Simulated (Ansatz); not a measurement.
Task: Name a neutral molecule of C, S, Si and H with HOMO–LUMO gap (B3LYP/def2-TZVPP) between 6.20 and 6.50 eV and LUMO energy (B3LYP/def2-TZVPP) between -0.45 and -0.15 eV (Ansatz, PBE0-D4/def2-TZVP geometry).

Result: `CC1C[SiH2]S1` (6.31 eV, -0.22 eV); `[SiH3]CS` (6.38 eV, -0.23 eV); `C[SiH]1[SiH2]S1` (6.46 eV, -0.37 eV); `CS[SiH2][SiH3]` (6.39 eV, -0.32 eV). Other molecules can fit too; these were computed, each in one conformer that needn't be the lowest.

B3LYP here is the variant with VWN-RPA as its local correlation; programs differ in this.
